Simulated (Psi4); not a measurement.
## Worked example: ideal-gas entropy of InH3 (SMILES [InH3])

A singlet with charge 0, relaxed at BP86/def2-SVP (density fitting, core potential) (Psi4 1.11):

```xyz
4

In    0.0139   -0.0151   -0.0051
H     0.4206    1.5348    0.6865
H    -1.1091   -0.1084   -1.3377
H     0.7306   -1.4716    0.6357
```

Harmonic wavenumbers in cm⁻¹: 581, 601, 606, 1719, 1727, 1730.

Masses in u: In 114.818, H 1.008. Take T = 298.15 K, p = 1 bar, R = 8.3145 J/(mol K), kT/hc = 207.22 cm⁻¹, rigid rotor and harmonic oscillator.

Task: Compute the standard molar entropy.

Result: 
1. Translation (Sackur–Tetrode): S = R[3/2 ln M + 5/2 ln T − 1.1517] with M = 117.842 gives 168.3 J/(mol K).
2. Rotation: principal moments 4.605, 4.605, 9.210 u Å² give A, B, C = 3.6607, 3.6605, 1.8303 cm⁻¹; the symmetry number is σ = 6; q = (√π/σ)√((kT/hc)³/ABC) = 178; S = R(ln q + 3/2) = 55.6.
3. Vibration: with u = ν̃/207.22, each mode gives R[u/(eᵘ − 1) − ln(1 − e⁻ᵘ)]; the sum is 5.8, most from 581 cm⁻¹ (2.0), 601 cm⁻¹ (1.9), 606 cm⁻¹ (1.8).
4. Spin: R ln 1 = 0.0.
5. Sum: 168.3 + 55.6 + 5.8 + 0.0 = 229.7 J/(mol K).

No measured value is set beside it here.
